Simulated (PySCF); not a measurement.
Predicted microwave data (PBE0/pcSseg-1 in PySCF (dipole) on a GFN2-xTB geometry, gas phase) for one isomer of C7H11NSi:

```
Rotational constants : A = 3417, B = 571.0, C = 509.1 MHz
Dipole components    : |μa| = 0.47 D, |μb| = 0.03 D, |μc| = 0.08 D
Inertial defect      : -40.35 u·Å²
κ                    : -0.96
```

Problem. Which structure is it? (One computed conformer of each.)
A. `[CH2:1]=[CH:2][CH2:3][Si@H:4]1[CH2:5][C@@H:6]([C:7]#[N:8])[CH2:9]1` with C1–C2–C3–Si4 109°, C2–C3–Si4–C5 -169°, C3–Si4–C5–C6 124°, Si4–C5–C6–C7 -131°, C5–C6–C9–Si4 11°, C3–Si4–C9–C6 -123°
B. `[CH3:1][C@@H:2]1[SiH2:3][CH:4]=[C:5]1[C:6]#[C:7][CH2:8][NH2:9]` with C7–C8–N9–H 59° and -59°
C. `[CH2:1]=[C:2]([CH3:3])[C@@H:4]1[CH2:5][SiH2:6][C@H:7]1[C:8]#[N:9]` with C1–C2–C4–C5 -138°

Solution. B. It is C[C@@H]1[SiH2]C=C1C#CCN, a near-prolate asymmetric top, point group C1. The candidates at the same level (rigid rotor, commonest isotopes):

```
                       SMILES  A (MHz)  B (MHz)  C (MHz)  μa (D)  μb (D)  μc (D)  Δ (u·Å²)  point group                        rotor
C=C(C)[C@@H]1C[SiH2][C@H]1C#N     1821     1143    820.4    3.08    3.61    0.37   -103.49           C1               asymmetric top
    C=CC[Si@H]1C[C@@H](C#N)C1     2759    688.9    626.5    3.25    2.69    1.05   -110.20           C1  near-prolate asymmetric top
      C[C@@H]1[SiH2]C=C1C#CCN     3417    571.0    509.1    0.47    0.03    0.08    -40.35           C1  near-prolate asymmetric top
```

`C=C(C)[C@@H]1C[SiH2][C@H]1C#N` has B 100 % too high; `C=CC[Si@H]1C[C@@H](C#N)C1` has C 23 % too high. No structure here is proved a minimum.
